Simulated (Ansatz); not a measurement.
Reactions of CH$_{5}$ClGeSe, SMILES `C[Se][GeH2][Cl]`.

Computed with Ansatz on PBE0-D4/def2-TZVP structures; ΔE is electronic, products minus reactants. CCSD(T)/CBS is the MP2 limit (def2-TZVPP, def2-QZVPP) plus CCSD(T) − MP2 in def2-TZVPP, frozen cores. This one scheme is used for every species, atoms too. For atomizations the MP2-based limit and the directly extrapolated one differ by several kJ/mol either way, and by 10 to 25 for some Ge, Se and Sn compounds, so smaller differences from it don't rank the levels. DFT in def2-TZVPP. No spin–orbit coupling; open shells (•) take unrestricted orbitals. Spin–orbit coupling would lower the free atoms: a little for C, Cl; clearly for Ge, Se. Elements past krypton have def2 core potentials. Bonds to Ge, I, Se, Zn are less sure, by a few kJ/mol each and by 10 to 20 or more in all where they break to atoms, as the def2 sets lack core-valence functions. Scalar relativity is left out up to krypton. Each species was taken in one conformer, which may not be the lowest.

| reaction | CCSD(T)/CBS(def2) (kJ/mol) |
| --- | --- |
| `C[Se][GeH2][Cl]` + H₂ → `C[Se][GeH3]` + HCl | 59 |
| `C[Se][GeH2][Cl]` + `B[CH2][Zn][CH3]` → `B[CH2][GeH2][Cl]` + `[CH3][Zn][Se]C` | -19 |
| `C[Se][GeH2][Cl]` + HI → `[Cl][GeH2][I]` + `C[SeH]` | -16 |
| `C[Se][GeH2][Cl]` → C• + Cl• + Ge• + 5 H• + Se• | ? |
| `C[Se][GeH2][Cl]` + CH₃SH → `C[S][GeH2][Cl]` + `C[SeH]` | ? |
| `C[Se][GeH2][Cl]` + `CBF` → `C[Se]BF` + `[CH3][GeH2][Cl]` | ? |
| `C[Se][GeH2][Cl]` + `[OH][AlH][SH]` → `C[O][AlH][SH]` + `[Cl][GeH2][SeH]` | 65 |
| `C[Se][GeH2][Cl]` + `N[SiH](F)Cl` → `F[SiH](Cl)[NH][GeH2][Cl]` + `C[SeH]` | 42 |
| `C[Se][GeH2][Cl]` + H₂ → `[Cl][GeH2][SeH]` + CH₄ | -63 |
| `C[Se][GeH2][Cl]` → `[Cl][GeH]` + `C[SeH]` | 179 |

(1) Fill in the missing values. (Estimate.)

Largest T1 diagnostic: 0.013, for `B[CH2][Zn][CH3]`.

Answers

(1) Computed: `C[Se][GeH2][Cl]` → C• + Cl• + Ge• + 5 H• + Se•: +2797.6 kJ/mol; `C[Se][GeH2][Cl]` + CH₃SH → `C[S][GeH2][Cl]` + `C[SeH]`: +12.2 kJ/mol; `C[Se][GeH2][Cl]` + `CBF` → `C[Se]BF` + `[CH3][GeH2][Cl]`: +4.1 kJ/mol.
